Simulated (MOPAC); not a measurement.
MOPAC input (PM6):

```
PM6 1SCF GEO-OK AUX(PRECISION=9) THREADS=1
H2Te

Te   -0.00070909 1    0.04327509 1    0.00226130 1
H    -1.16040669 1   -1.14501690 1   -0.04830027 1
H     1.19727946 1   -1.10528797 1   -0.06928709 1
```

### Question
What heat of formation does the run end on, and which ionisation energy by Koopmans theorem?

### Answer
7.64 kcal/mol; 8.54 eV.
